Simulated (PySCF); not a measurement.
Species: C5H16N2Si2.
SMILES with atom numbers: `[CH3:1][CH2:2][C@@H:3]1[CH2:4][Si@@H:5]([NH:6][CH3:7])[NH:8][SiH2:9]1` (hydrogens: H10, H11, H12 on C1; H13, H14 on C2; H15 on C3; H16, H17 on C4; H18 on Si5; H19 on N6; H20, H21, H22 on C7; H23 on N8; H24, H25 on Si9)

The closed-shell ground state was solved at several levels (PySCF, density fitting, gas phase, non-relativistic). Isolated species at its PBE0-D3(BJ)/def2-SVP geometry (one conformer only).

| level | basis functions | total energy (Eh) | HOMO (eV) | LUMO (eV) | gap (eV) | dipole (D) |
| --- | --- | --- | --- | --- | --- | --- |
| PBE0/pcSseg-1 | 247 | -888.0628 | -6.49 | 0.74 | 7.23 | 1.11 |
| PBE0/def2-SVPD | 316 | -887.7434 | -6.55 | 0.40 | 6.95 | 1.07 |

Question: Estimate the row for KT3/pcSseg-1, a basis of 247 functions; the other rows only guide the guess.

Answer: Total energy -898.1470 Eh, HOMO -5.24 eV, LUMO -0.19 eV, gap 5.05 eV, dipole 1.04 D.

Question: Over all these levels, which gives the widest orbital gap and which the narrowest?

Answer: PBE0/pcSseg-1 (global hybrid, 25 % exact exchange) has the widest, 7.23 eV, and KT3/pcSseg-1 (GGA) the narrowest, 5.05 eV. The two share the basis. From the narrowest to the widest the HOMO moves by -1.25 eV and the LUMO by +0.93 eV.

Question: How far do the dipole and the HOMO energy spread over the levels?

Answer: The dipole runs from 1.04 to 1.11 D (mean 1.07 D) and the HOMO from -6.55 to -5.24 eV.
